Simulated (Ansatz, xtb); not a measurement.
Ranking isomers of C3H8GeO2

4 gas-phase structures of C3H8GeO2, from a drawn sample of its isomers (lower ones may exist). Each was relaxed with GFN2-xTB; where two conformers were screened, the lower at r2SCAN-D4/def2-SVP//GFN2-xTB is listed:

A. `C=C(OC)[O][GeH3]`, a singlet
B. `C[C@@H]1C[O][GeH2][O]1`, a singlet
C. `C1[CH2][GeH2][O]CO1`, a singlet
D. `CC(=O)C[O][GeH3]`, a singlet

Task: Which do you expect lowest at r2SCAN-D4/def2-SVP//GFN2-xTB, and how would the others follow?

Result: Calculated order at r2SCAN-D4/def2-SVP//GFN2-xTB: B (0.0), C (13.6), D (17.8), A (28.1) kcal/mol.

Energies above the lowest of each column, in kcal/mol; the last columns are at r2SCAN-D4/def2-SVP geometries and were run for some of them only (a dash: not run or not comparable):

```csv
structure,GFN2-xTB,HF/STO-3G,r2SCAN-D4/def2-SVP//GFN2-xTB,r2SCAN-D4/def2-SVP,CCSD(T)/def2-SVP + ΔMP2/def2-TZVPP
B,0.0,0.0,0.0,0.0,0.0
C,17.3,8.9,13.6,13.7,15.6
D,26.6,40.9,17.8,17.2,21.0
A,21.4,43.3,28.1,–,–
```

Every level run on B puts it lowest or level with the lowest. Flexible structures stand in one conformer each, not always the lowest. Frequencies (GFN2-xTB) were run for B, C, D alone. The ΔMP2 step shifts differences by up to 5.5 kcal/mol, which makes them less sure. ΔMP2 is the change of the MP2 energy from the smaller to the larger basis.

Over these structures GFN2-xTB departs from r2SCAN-D4/def2-SVP//GFN2-xTB by 4.8 kcal/mol on average once a common shift is removed. A GFN2-xTB relaxation took about 0.058 s and the r2SCAN-D4/def2-SVP//GFN2-xTB energy about 1.8 s on a shared host (Ansatz 0.2.0, xtb 6.7.1).
